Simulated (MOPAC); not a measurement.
Input for MOPAC: PM7 on PRu, 2S+1 = 2, a spin state set in the input, which need not be the lowest, a point of a bond scan (R = 2.209 Å).

```
PM7 1SCF PRECISE CHARGE=0 UHF MS=0.5 THREADS=1
PRu

Ru     0.00000000 1     0.00000000 1     0.00000000 1
P      0.00000000 1     0.00000000 1     2.20913300 1
```

Output:

```
*******************************************************************************
 **                                                                           **
 **                              MOPAC v23.2.5                                **
 **                                                                           **
 *******************************************************************************
 ** MOPAC's Digital Object Identifier: https://doi.org/10.5281/zenodo.6511958 **
 **                                                                           **
 ** Please cite the open-source release paper for use of this MOPAC version:  **
 ** J. E. Moussa and J. J. P. Stewart (2026)                                  **
 ** MOPAC: An open-source semiempirical molecular orbital program             **
 ** J. Open Source Softw., 11(119), 8025, https://doi.org/10.21105/joss.08025 **
 *******************************************************************************

                              PM7 CALCULATION RESULTS

 *******************************************************************************
 *  PM7        - The PM7 Hamiltonian to be used
 *  UHF        - UNRESTRICTED HARTREE-FOCK CALCULATION
 *
 *
 *
 *                 CHARGE ON SYSTEM = 0
 *
 *
 *
 *  MS=        - IN MECI, MAGNETIC COMPONENT OF SPIN =  0.5
 *  PRECISE    - TIGHTER CRITERIA TO BE USED
 *  1SCF       - DO 1 SCF AND THEN STOP
 *  THREADS=1  - MULTI-THREADING NOT USED
 *  T=         - A TIME OF 172800.0 SECONDS REQUESTED
 *  DUMP=N     - RESTART FILE WRITTEN EVERY 7200.0 SECONDS REQUESTED
 *******************************************************************************
PM7 1SCF PRECISE CHARGE=0 UHF MS=0.5 THREADS=1
 PRu

   ATOM   CHEMICAL          X               Y               Z
  NUMBER   SYMBOL      (ANGSTROMS)     (ANGSTROMS)     (ANGSTROMS)

     1      Ru          0.00000000  *   0.00000000  *   0.00000000  *
     2       P          0.00000000  *   0.00000000  *   2.20913300  *



          CARTESIAN COORDINATES

    NO.       ATOM           X           Y           Z

     1        Ru          0.0000      0.0000      0.0000
     2         P          0.0000      0.0000      2.2091

 General Reference for PM7:
 "Optimization of Parameters for Semiempirical Methods VI: More Modifications to the
 NDDO Approximations and Re-optimization of Parameters", J. J. P. Stewart, J. Mol. Mod., 1:32, 19 (2013)
 https://link.springer.com/article/10.1007/s00894-012-1667-x

           Empirical Formula: Ru P  =     2 atoms



      MOLECULAR POINT GROUP   :   C*v


          UHF CALCULATION, NO. OF ALPHA ELECTRONS =    7
                           NO. OF BETA  ELECTRONS =    6

 -------------------------------------------------------------------------------
 PM7 1SCF PRECISE CHARGE=0 UHF MS=0.5 THREADS=1
 PRu



     1SCF WAS SPECIFIED, SO BFGS WAS NOT USED
     SCF FIELD WAS ACHIEVED


                              PM7 CALCULATION
                                                       MOPAC v23.2.5 Linux




          FINAL HEAT OF FORMATION =         -4.14272 KCAL/MOL =     -17.33315 KJ/MOL


          COSMO AREA              =        102.42 SQUARE ANGSTROMS
          COSMO VOLUME            =         92.26 CUBIC ANGSTROMS

          IONIZATION POTENTIAL    =          7.908614 EV
          ALPHA SOMO LUMO (EV)    =         -7.909 -3.213
          BETA  SOMO LUMO (EV)    =         -8.467 -3.016
          NO. OF ALPHA ELECTRONS  =          7
          NO. OF BETA  ELECTRONS  =          6
          MOLECULAR WEIGHT        =        132.0438         POINT GROUP:  C*v

          MOLECULAR DIMENSIONS (Angstroms)

            Atom       Atom       Distance
            P     2   Ru     1     2.20913
            P     2   Ru     1     0.00000
           Ru     1    P     2     0.00000


          SCF CALCULATIONS        =          1





   ATOM   CHEMICAL          X               Y               Z
  NUMBER   SYMBOL      (ANGSTROMS)     (ANGSTROMS)     (ANGSTROMS)

     1      Ru          0.00000000  *   0.00000000  *   0.00000000  *
     2       P          0.00000000  *   0.00000000  *   2.20913300  *

                             CARTESIAN COORDINATES

   1   Ru        0.000000000     0.000000000     0.000000000
   2    P        0.000000000     0.000000000     2.209133000


           Empirical Formula: Ru P  =     2 atoms



      MOLECULAR POINT GROUP   :   C*v


          ALPHA EIGENVALUES
 -46.61726 -11.56460 -11.56460 -11.29607  -9.10194  -9.10194  -7.90861  -3.21329
  -3.21329  -2.09773  -1.20719  -1.20719   1.41806  98.30684  98.51262  98.51262
  98.63083  98.63083


           BETA EIGENVALUES
 -46.32813 -11.43375 -11.43375 -10.66288  -8.46731  -8.46731  -3.01645  -2.90748
  -2.90748  -1.87254  -0.22623  -0.22623   1.82877  98.33659  98.53027  98.53027
  98.63880  98.63880


              NET ATOMIC CHARGES AND DIPOLE CONTRIBUTIONS

  ATOM NO.   TYPE          CHARGE      No. of ELECS.   s-Pop       p-Pop       d-Pop
    1         Ru           0.284673        7.7153     0.94641     0.11725     6.65167
    2          P          -0.284673        5.2847     1.81794     3.45141     0.01533
 DIPOLE           X         Y         Z       TOTAL
 POINT-CHG.     0.000     0.000    -3.021     3.021
 HYBRID         0.000     0.000    -0.410     0.410
 SUM            0.000     0.000    -3.430     3.430


          ATOMIC ORBITAL ELECTRON POPULATIONS

     Atom    s        px        py        pz      x^2-y^2     xz        z^2       yz        xy
    1 Ru   0.94641   0.00094   0.00094   0.11536   1.99607   0.98582   0.68791   0.98582   1.99607
    2  P   1.81794   1.01008   1.01008   1.43125   0.00393   0.00316   0.00113   0.00316   0.00393


                    (SZ)    =    0.500000
                    (S**2)  =    0.752353


          ATOMIC ORBITAL SPIN POPULATIONS

    Atom   Total    s     px     py     pz   x^2-y^2  xz     z^2    yz     xy
         Atomic
    1 Ru  0.8838  0.291 -0.001 -0.001  0.037  0.000  0.010  0.537  0.010  0.000
    2  P  0.1162  0.010 -0.009 -0.009  0.125 -0.000 -0.000  0.000 -0.000 -0.000

 **********************
 *                    *
 * JOB ENDED NORMALLY *
 *                    *
 **********************




 == MOPAC DONE ==
```

The run finished.

Cost: roughly 0.020 core-seconds.
